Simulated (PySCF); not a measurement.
Coordinates in bohr (charge -1 multiplicity 3):
```
W     0.0034    0.0169    0.0000
H     0.0000   -3.2667    0.0000
H    -1.9084    2.9048    0.0000
H     2.1336   -0.7168   -2.3957
H     2.1336   -0.7168    2.3957
H    -2.9819   -1.2810    0.0000
```

All numbers come from UPBE0 in PySCF with W def2-TZVPD with ECP60, H def2-TZVPD; scalar-relativistic core potentials, no spin–orbit coupling; density-fitted integrals.

This geometry of [WH5]- is a stationary point at this level.

What is the point group?

Cs.

Is it a minimum?

Yes: all harmonic wavenumbers are real.

What are the dipole moment and the gap between the highest occupied and lowest empty levels of either spin?

1.46 D about the centre of mass and 2.88 eV.

Give the ideal-gas entropy at 298.15 K and 1 bar by parts.

translation 174.2, rotation 77.5, vibration 24.9, spin 9.1; total 285.7 J/(mol K).

Only a few start shapes were tried, so a lower isomer may exist. Other spin states or occupations of the open shell can lie lower. The lowest empty level of this anion is unbound, so it and the gap depend on the basis. No spin–orbit coupling is included, which matters more the heavier the element.
